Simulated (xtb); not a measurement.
H₃Si (SMILES [SiH3]), doublet, from a rough starting geometry; GFN2-xTB (xtb).

Input for xtb:
```
$ xtb mol.xyz --gfn 2 --uhf 1 --opt vtight --json

# file mol.xyz
4

Si    -0.02659085     0.00382699     0.31463403
H     -0.02092836     1.42954516    -0.10431906
H      1.22789141    -0.75333927    -0.13110023
H     -1.20527055    -0.72299137    -0.04877873
```

It wrote (shortened):

```
   ID    Z sym.   atoms
    1   14 Si     1
    2    1 H      2-4

           -------------------------------------------------
          |                Calculation Setup                |
           -------------------------------------------------

           -------------------------------------------------
          |                 G F N 2 - x T B                 |
           -------------------------------------------------

          ...................................................
          :                      SETUP                      :
          :.................................................:
          :  # basis functions                  13          :
          :  # atomic orbitals                  12          :
          :  # shells                            6          :
          :  # electrons                         7          :
          :  max. iterations                   250          :
          :  Hamiltonian                  GFN2-xTB          :
          :  restarted?                      false          :
          :  GBSA solvation                  false          :
          :  PC potential                    false          :
          :  electronic temp.          300.0000000     K    :
          :  accuracy                    1.0000000          :
          :  -> integral cutoff          0.2500000E+02      :
          :  -> integral neglect         0.1000000E-07      :
          :  -> SCF convergence          0.1000000E-05 Eh   :
          :  -> wf. convergence          0.1000000E-03 e    :
          :  Broyden damping             0.4000000          :
          :  net charge                          0          :
          :  unpaired electrons                  1          :
          ...................................................

 iter      E             dE          RMSdq      gap      omega  full diag
   1     -3.1882736 -0.318827E+01  0.441E+00    3.07       0.0  T
   2     -3.2120270 -0.237534E-01  0.271E+00    2.90       1.0  T
   3     -3.2123910 -0.363993E-03  0.150E+00    2.86       1.0  T
   4     -3.2124062 -0.152494E-04  0.115E-01    2.85       1.0  T
   5     -3.2124060  0.262785E-06  0.216E-02    2.84       2.3  T
   6     -3.2124064 -0.454631E-06  0.650E-03    2.84       7.7  T
   7     -3.2124064 -0.904694E-08  0.277E-03    2.84      18.1  T
   8     -3.2124064  0.917488E-11  0.725E-04    2.84      69.0  T
   9     -3.2124064 -0.103900E-09  0.127E-04    2.84     393.2  T

   *** convergence criteria satisfied after 9 iterations ***

         :::::::::::::::::::::::::::::::::::::::::::::::::::::
         ::                     SUMMARY                     ::
         :::::::::::::::::::::::::::::::::::::::::::::::::::::
         :: total energy              -3.187484442072 Eh    ::
         :: gradient norm              0.038320644649 Eh/a0 ::
         :: HOMO-LUMO gap              2.843002600429 eV    ::
         ::.................................................::
         :: SCC energy                -3.212406408084 Eh    ::
         :: -> isotropic ES            0.004718944684 Eh    ::
         :: -> anisotropic ES          0.001536240166 Eh    ::
         :: -> anisotropic XC          0.004290483425 Eh    ::
         :: -> dispersion             -0.001196024670 Eh    ::
         :: repulsion energy           0.024921966012 Eh    ::
         :: add. restraining           0.000000000000 Eh    ::
         :: total charge              -0.000000000000 e     ::
         :::::::::::::::::::::::::::::::::::::::::::::::::::::

      -----------------------------------------------------------
     |                   =====================                   |
     |                        A N C O P T                        |
     |                   =====================                   |
     |               Approximate Normal Coordinate               |
     |                Rational Function Optimizer                |
[...]
 * total energy  :    -3.1874844 Eh     change       -0.2879919E-11 Eh
 * total energy  :    -3.1899401 Eh     change       -0.2455645E-02 Eh
 * total energy  :    -3.1891121 Eh     change        0.8279502E-03 Eh
 * total energy  :    -3.1902786 Eh     change       -0.1166478E-02 Eh
 * total energy  :    -3.1902854 Eh     change       -0.6774560E-05 Eh
 * total energy  :    -3.1902885 Eh     change       -0.3131669E-05 Eh
 * total energy  :    -3.1902884 Eh     change        0.1181685E-06 Eh
 * total energy  :    -3.1902888 Eh     change       -0.4128898E-06 Eh
 * total energy  :    -3.1902888 Eh     change       -0.1871360E-08 Eh
   *** GEOMETRY OPTIMIZATION CONVERGED AFTER 9 ITERATIONS ***
         :: total energy              -3.190288817504 Eh    ::
[...]
         ::.................................................::
         :: SCC energy                -3.221534515517 Eh    ::
         :: -> isotropic ES            0.004574563886 Eh    ::
         :: -> anisotropic ES          0.001745244089 Eh    ::
         :: -> anisotropic XC          0.003940625790 Eh    ::
         :: -> dispersion             -0.001158661241 Eh    ::
         :: repulsion energy           0.031245698013 Eh    ::
         :: add. restraining           0.000000000000 Eh    ::
         :: total charge              -0.000000000000 e     ::
         :::::::::::::::::::::::::::::::::::::::::::::::::::::

           -------------------------------------------------
          |                Property Printout                |
           -------------------------------------------------

    * Orbital Energies and Occupations

         #    Occupation            Energy/Eh            Energy/eV
      -------------------------------------------------------------
         1        2.0000           -0.6747256             -18.3602
         2        2.0000           -0.4239505             -11.5363
         3        2.0000           -0.4239366             -11.5359
         4        1.0000           -0.2708783              -7.3710 (HOMO)
         5                         -0.1618335              -4.4037 (LUMO)
         6                         -0.1618068              -4.4030
         7                         -0.1290740              -3.5123
         8                         -0.0833121              -2.2670
         9                         -0.0833082              -2.2669
        10                          0.5822000              15.8425
        11                          0.6905130              18.7898
        12                          0.6906793              18.7943
      -------------------------------------------------------------
                  HL-Gap            0.1090448 Eh            2.9673 eV
             Fermi-level           -0.2818817 Eh           -7.6704 eV

     #   Z          covCN         q      C6AA      α(0)
     1  14 Si       2.766     0.279   184.623    29.836
     2   1 H        0.922    -0.093     5.323     3.608
     3   1 H        0.922    -0.093     5.322     3.608
     4   1 H        0.922    -0.093     5.323     3.608

 Mol. C6AA /au·bohr⁶  :        412.692027
 Mol. C8AA /au·bohr⁸  :      19082.263229
 Mol. α(0) /au        :         40.660460

Wiberg/Mayer (AO) data.
largest (>0.10) Wiberg bond orders for each atom

 ---------------------------------------------------------------------------
     #   Z sym  total        # sym  WBO       # sym  WBO       # sym  WBO
 ---------------------------------------------------------------------------
     1  14 Si   2.697 --     2 H    0.899     4 H    0.899     3 H    0.899
     2   1 H    0.991 --     1 Si   0.899
     3   1 H    0.991 --     1 Si   0.899
     4   1 H    0.991 --     1 Si   0.899
 ---------------------------------------------------------------------------

Topologies differ in total number of bonds
Writing topology from bond orders to xtbtopo.mol

molecular dipole:
                 x           y           z       tot (Debye)
 q only:        0.005       0.001       0.167
   full:       -0.002      -0.001      -0.055       0.140
molecular quadrupole (traceless):
                xx          xy          yy          xz          yz          zz
 q only:       -0.524       0.000      -0.525       0.045       0.008       1.049
  q+dip:        0.111      -0.000       0.111      -0.009      -0.001      -0.222
   full:       -0.065       0.000      -0.065       0.007       0.003       0.131

optimized geometry written to: xtbopt.xyz

           -------------------------------------------------
          | TOTAL ENERGY               -3.190288817504 Eh   |
          | GRADIENT NORM               0.000024938090 Eh/α |
          | HOMO-LUMO GAP               2.967260661664 eV   |
           -------------------------------------------------
```
